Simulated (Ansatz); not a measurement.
The cluster Ge3O7H2. The state is a triplet with charge 0. Geometry r2SCAN-D4/def2-SVP, that of the neutral singlet; atoms count from 1.

```xyz
12

Ge   -1.093   -1.577    0.207
Ge    0.335    0.287    1.782
Ge    0.618    0.566   -0.995
O     1.458    1.212   -2.364
O     0.026   -1.087   -1.122
O    -2.421   -2.506    0.033
O    -1.209    0.623    0.703
O    -0.880    1.469   -0.453
O    -0.091   -1.417    1.726
O     1.523    0.720    0.542
H     1.240    0.739   -3.182
H     0.492    0.970    3.124
```

The structure holds one bond between oxygen atoms, so isomers without such links may lie far lower. At PBE0-D4/def2-TZVP a singlet of charge 0 lies 4.11 eV below the triplet at the same geometry. The structure comes from a short search, and lower isomers may exist.

(1) Estimate the Mulliken populations from the PBE0/def2-TZVP orbitals of Ansatz.

(2) Where does the spin sit?

(3) And the Mayer bond orders between heavy atoms (over 0.3)?

## Answers

(1) 
| atom | charge (e) | spin (α − β) |
| --- | --- | --- |
| Ge1 | 0.93 | -0.02 |
| Ge2 | 0.73 | 0.09 |
| Ge3 | 0.87 | 0.06 |
| O4 | -0.49 | 0.00 |
| O5 | -0.48 | 0.01 |
| O6 | -0.50 | 0.12 |
| O7 | -0.38 | 0.65 |
| O8 | -0.13 | 1.07 |
| O9 | -0.49 | 0.02 |
| O10 | -0.49 | -0.01 |
| H11 | 0.34 | 0.00 |
| H12 | 0.09 | 0.01 |
Mulliken values depend strongly on the basis.

(2) Summed by element: Ge 0.12, O 1.86, H 0.02, of 2 unpaired in all. Largest on single atoms: O8 1.07, O7 0.65, O6 0.12.

(3) Ge1–O5 0.92 (1.81 Å); Ge1–O6 1.97 (1.63 Å); Ge1–O9 0.89 (1.83 Å); Ge2–O7 0.75 (1.91 Å); Ge2–O9 1.07 (1.76 Å); Ge2–O10 1.05 (1.77 Å); Ge3–O4 1.18 (1.73 Å); Ge3–O5 1.09 (1.76 Å); Ge3–O8 0.87 (1.83 Å); Ge3–O10 1.00 (1.79 Å); O7–O8 0.58 (1.47 Å).
